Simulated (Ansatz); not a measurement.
BH$_{5}$O$_{2}$Si (`OB(O)[SiH3]`) at its PBE0-D4/def2-TZVP geometry, where that method's forces vanish. The species carries charge 0 and has multiplicity 1.

```xyz
9

O    -0.0367    1.7123    0.2256
B    -0.3947    0.4258   -0.0479
O    -1.6433    0.0485   -0.4456
Si    1.0065   -1.0356    0.1379
H    -0.7302    2.3719    0.1211
H    -2.2912    0.7552   -0.5312
H     2.3022   -0.4994    0.6339
H     0.5410   -2.0872    1.0845
H     1.2463   -1.6916   -1.1781
```

Problem. What forces (eV/Å) does PBE-D4/def2-TZVPP give on these atoms in the Gaussian-basis code of Ansatz? (Estimate.)

Solution. The calculation gave: 
```
O1   0.555  0.128  0.172
B2   0.189 -0.197  0.026
O3  -0.120 -0.566 -0.109
Si4 -0.058  0.079 -0.003
H5  -0.359  0.330 -0.056
H6  -0.324  0.364 -0.041
H7   0.130  0.046  0.048
H8  -0.041 -0.111  0.090
H9   0.027 -0.073 -0.127
```
